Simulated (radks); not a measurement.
Ta5+, 68 electrons, occupied as [Xe] 4f14.

Calculated with a radial shooting solver on a logarithmic mesh with Libxc functionals: scalar-relativistic Kohn-Sham, PBE, spin-polarised, spherical densities, finite nucleus; Fermi nuclear charge, rms radius 5.3507 fm.

Energy parts (hartree):
| part | energy |
|---|---|
| total | -15597.5204 |
| kinetic | 17132.0826 |
| electron-nucleus | -38371.9303 |
| Hartree | 5955.7120 |
| exchange-correlation | -313.3847 |

Orbitals (lengths in bohr, moments of r in powers of bohr; <r^-3> diverges for s and p1/2):
[
 {"orbital": "1s", "occ.": "2", "eigenvalue (hartree)": "-2477.084", "<1/r>": "85.40", "<r^-3>": "-", "<r>": "0.01867", "<r^2>": "0.0004788"},
 {"orbital": "2s", "occ.": "2", "eigenvalue (hartree)": "-427.3875", "<1/r>": "19.96", "<r^-3>": "-", "<r>": "0.07896", "<r^2>": "0.007376"},
 {"orbital": "2p", "occ.": "6", "eigenvalue (hartree)": "-374.8853", "<1/r>": "18.15", "<r^-3>": "18740", "<r>": "0.07056", "<r^2>": "0.006083"},
 {"orbital": "3s", "occ.": "2", "eigenvalue (hartree)": "-99.54250", "<1/r>": "7.388", "<r^-3>": "-", "<r>": "0.2048", "<r^2>": "0.04795"},
 {"orbital": "3p", "occ.": "6", "eigenvalue (hartree)": "-83.91931", "<1/r>": "6.836", "<r^-3>": "4158", "<r>": "0.2049", "<r^2>": "0.04865"},
 {"orbital": "3d", "occ.": "10", "eigenvalue (hartree)": "-65.66879", "<1/r>": "6.464", "<r^-3>": "537.5", "<r>": "0.1856", "<r^2>": "0.04038"},
 {"orbital": "4s", "occ.": "2", "eigenvalue (hartree)": "-21.98313", "<1/r>": "3.134", "<r^-3>": "-", "<r>": "0.4588", "<r^2>": "0.2377"},
 {"orbital": "4p", "occ.": "6", "eigenvalue (hartree)": "-16.85737", "<1/r>": "2.850", "<r^-3>": "959.0", "<r>": "0.4877", "<r^2>": "0.2706"},
 {"orbital": "4d", "occ.": "10", "eigenvalue (hartree)": "-10.28953", "<1/r>": "2.532", "<r^-3>": "105.6", "<r>": "0.5231", "<r^2>": "0.3173"},
 {"orbital": "5s", "occ.": "2", "eigenvalue (hartree)": "-4.77177", "<1/r>": "1.229", "<r^-3>": "-", "<r>": "1.084", "<r^2>": "1.316"},
 {"orbital": "5p", "occ.": "6", "eigenvalue (hartree)": "-3.49544", "<1/r>": "1.050", "<r^-3>": "143.3", "<r>": "1.245", "<r^2>": "1.744"},
 {"orbital": "4f", "occ.": "14", "eigenvalue (hartree)": "-3.02542", "<1/r>": "2.013", "<r^-3>": "17.41", "<r>": "0.6315", "<r^2>": "0.5015"}
]

The highest occupied level is 4f at -82.326 eV. The electron density at the nucleus is 1.395e+06 e/bohr^3 (large components only). The density falls to 0.001 e/bohr^3 at r = 2.74 bohr. Summed over all electrons, <r^2> = 26.23 bohr^2, which gives a Langevin (diamagnetic) susceptibility term of -20.8 x 10^-6 cm^3/mol. For comparison, the ionisation energy in NIST's Atomic Spectra Database is 94.01 eV (semi-empirical). In exact Kohn-Sham theory the highest level is minus the ionisation energy, but local and semilocal functionals leave it too shallow, through self-interaction and a potential that decays too fast; potentials with the right tail come closer.
